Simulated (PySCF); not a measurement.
Computed with PBE-D3(BJ)/def2-TZVP // B3LYP-D3(BJ)/def2-TZVP (PySCF). All species are isolated molecules in the gas phase. Excitations are Tamm–Dancoff values on a coarser integration grid. The basis has no diffuse functions, so Rydberg states are missing or too high.

Reference species (SMILES): `[si]1(=C)nc1` (neutral, multiplicity 1).

```
Quantity               Value
-------------------  -------
dipole moment         1.63 D
S1 excitation (TDA)  2.99 eV
```

Changed species: `[SiH2]=NC#C`.

Question: Predict the effect on the dipole moment and S1 excitation (TDA).

Answer: the dipole moment rises by 1.16 D, to 2.79 D; the S1 excitation (TDA) decreases by 0.86 eV, to 2.13 eV.
